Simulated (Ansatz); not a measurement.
Basis-set extrapolation for AlClH4OSi (`O[SiH2][AlH][Cl]`) (PBE0-D4/def2-TZVP geometry, frozen core, the Gaussian-basis code of Ansatz). Multiplicity 1, RHF reference.

```tsv
	def2-TZVPP	def2-QZVPP
HF	-1067.718493	-1067.751147
MP2 correlation	-0.626143	-0.681787
CCSD(T) correlation	-0.698270	not run
```

Energies in hartree. Use E(X) = E(∞) + A·exp(−7.88·√X) for Hartree–Fock and E(X) = E(∞) + B·X^(−2.97) for correlation, with X = 3 and 4, and add CCSD(T) minus MP2 of the smaller set to the MP2 limit.

Problem. What is the CCSD(T) energy at the basis-set limit?

Solution. HF limit: -1067.751147 + (-0.032654) × 0.13774 = -1067.75564. MP2 limit: -0.681787 + (-0.055644) × 0.74074 = -0.72300. Higher-order term: -0.698270 − (-0.626143) = -0.07213. Total: -1068.55077 hartree, 84.1 kcal/mol below CCSD(T)/def2-TZVPP.
